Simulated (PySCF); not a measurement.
## How methods differ on the excitation energy of Au⁺

Au⁺ [Xe] 4f14 5d10 (1S) → Au⁺ [Xe] 4f14 5d9 6s1 (3D), as a difference of total energies. Computed with PySCF 2.14 in ANO-RCC-VTZP (8s7p5d3f1g, 84 functions), with the spin-free X2C one-electron Hamiltonian (Gaussian nucleus). Correlated levels: valence: [Xe] 4f14 frozen. The calculations carry no spin-orbit coupling.

```
           method  excitation energy (eV)
              UHF                   2.069
    MP2 (valence)                   2.614
SCS-MP2 (valence)                   2.679
   CCSD (valence)                   2.467
CCSD(T) (valence)                   2.506
```

**Question.** How much does correlation contribute at CCSD(T) (valence)?

**Answer.** 2.506 − (2.069) = 0.437 eV, measured against UHF.

A first-order spin-orbit estimate (lowest level to lowest level, LS coupling) adds -0.658 eV.

The basis was made for the ground configuration and has no added diffuse functions, so the excitation energy can come out too high.
